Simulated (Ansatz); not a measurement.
Two members of one family ([(RSn)12O14(OH)6]2+, R = H) that differ in charge, which shifts all levels, computed with Ansatz in the gas phase; def2 core potentials for Sn, no spin–orbit coupling. The two geometries come from different levels. The structures are stationary points that may keep the symmetry of their start.

First: [(RSn)12O14(OH)6]2+, R = H (singlet, charge 2, r2SCAN-D4/def2-SVP geometry).

Cartesian coordinates in Å:
```
Sn 2.1766 1.6366 2.1453
Sn -1.1484 2.1779 2.4402
Sn 0.5382 3.4175 -0.2165
Sn -2.8043 -0.5660 1.5190
Sn -0.0130 1.4860 -2.8782
Sn 2.6992 -1.4629 1.0303
Sn 2.8042 0.5659 -1.5190
Sn 0.0129 -1.4861 2.8781
Sn -2.6992 1.4629 -1.0303
Sn -2.1767 -1.6366 -2.1453
Sn 1.1484 -2.1779 -2.4402
Sn -0.5383 -3.4175 0.2165
O 0.3781 1.7435 1.0539
O 3.0371 0.5594 0.5264
O 1.7348 -0.3980 2.5774
O -1.3025 0.0969 2.8472
O -2.5685 1.4730 1.0240
O 1.5395 2.1874 -1.6317
O -1.0275 2.6057 -1.4037
O -1.5395 -2.1874 1.6317
O -3.0372 -0.5594 -0.5264
O 1.3024 -0.0969 -2.8472
O -1.7349 0.3979 -2.5774
O 2.5684 -1.4730 -1.0240
O 1.0284 -2.6053 1.4038
O -0.3782 -1.7436 -1.0539
O 0.6844 2.2732 3.5354
O 2.2821 3.4483 1.0173
O -0.8694 3.9617 1.2973
O -0.6836 -2.2729 -3.5353
O -2.2822 -3.4484 -1.0173
O 0.8693 -3.9618 -1.2974
H 0.8055 2.5124 4.4663
H 2.9863 4.1150 1.0312
H -1.3155 4.8147 1.4125
H -0.8050 -2.5111 -4.4664
H -2.9870 -4.1140 -1.0305
H 1.3155 -4.8147 -1.4125
H 3.5435 1.8811 3.1276
H -2.1784 2.8134 3.6349
H 0.7234 4.9472 -0.9360
H -4.2712 -0.8733 2.3051
H -0.0231 2.2506 -4.3879
H 4.1065 -2.2382 1.5617
H 4.2711 0.8733 -2.3051
H 0.0230 -2.2507 4.3879
H -4.1066 2.2382 -1.5617
H -3.5432 -1.8820 -3.1274
H 2.1779 -2.8147 -3.6349
H -0.7233 -4.9474 0.9350
```

```json
{"level": "PBE-D4/def2-SVP", "HOMO (eV)": "-12.16", "LUMO (eV)": "-8.12", "gap (eV)": "4.04"}
{"level": "r2SCAN-D4/def2-SVP", "HOMO (eV)": "-12.51", "LUMO (eV)": "-7.95", "gap (eV)": "4.56"}
{"level": "r2SCAN-D4/def2-mTZVP", "HOMO (eV)": "-12.57", "LUMO (eV)": "-8.07", "gap (eV)": "4.49"}
{"level": "PBE0-D4/def2-SVP", "HOMO (eV)": "-13.52", "LUMO (eV)": "-7.28", "gap (eV)": "6.23"}
```

Second: [(RSn)12O14(OH)6]2+, R = H, R lost from a six-coordinate Sn, charge 3 (singlet, charge 3, PBE-D4/def2-SVP geometry).

```xyz
49

Sn    1.991    1.508    2.026
Sn    1.865   -1.771    2.509
Sn   -0.717    0.294    3.508
Sn    1.207   -2.972   -0.553
Sn   -3.038    0.423    1.090
Sn    1.769    2.719   -1.046
Sn   -1.115    3.067    0.657
Sn    3.158   -0.350   -0.996
Sn   -1.633   -2.582    1.114
Sn   -2.110   -1.618   -2.107
Sn   -1.791    1.765   -2.382
Sn    0.758   -0.273   -3.369
O     0.702   -0.059    1.937
O     1.009    2.989    0.992
O     2.983    1.411    0.229
O     2.600   -1.705    0.489
O     0.422   -2.889    1.460
O    -1.619    1.670    2.123
O    -1.999   -0.951    2.397
O     1.811   -1.606   -2.020
O    -0.830   -2.821   -0.848
O    -2.523    1.861   -0.343
O    -2.790   -1.253   -0.089
O    -0.273    2.897   -1.281
O     2.068    1.025   -2.187
O    -0.723   -0.005   -1.858
O     3.179    0.075    2.927
O     0.959    1.851    3.785
O     0.504   -1.367    4.130
O    -3.134    0.149   -2.798
O    -0.709   -1.791   -3.737
O    -0.352    1.475   -3.959
H     4.149    0.119    3.065
H     0.948    2.679    4.310
H     0.562   -1.734    5.036
H    -4.011    0.198   -3.231
H    -0.749   -2.412   -4.493
H    -0.367    1.888   -4.847
H     2.943   -2.855    3.273
H    -1.484    0.684    4.985
H     1.845   -4.520   -0.885
H    -4.640    0.666    1.625
H     2.671    4.082   -1.533
H    -1.618    4.646    1.065
H     4.804   -0.490   -1.420
H    -2.510   -3.940    1.658
H    -3.246   -2.802   -2.597
H    -2.666    3.075   -3.054
H     1.742   -0.449   -4.760
```

Problem. What does the change do? Estimate second minus first.

Solution. 
```
               level  Δ HOMO (eV)  Δ LUMO (eV)  Δ gap (eV)
     PBE-D4/def2-SVP        -2.86        -4.22       -1.36
  r2SCAN-D4/def2-SVP        -2.86        -4.32       -1.46
r2SCAN-D4/def2-mTZVP        -2.85        -4.23       -1.38
    PBE0-D4/def2-SVP        -2.87        -4.35       -1.48
```
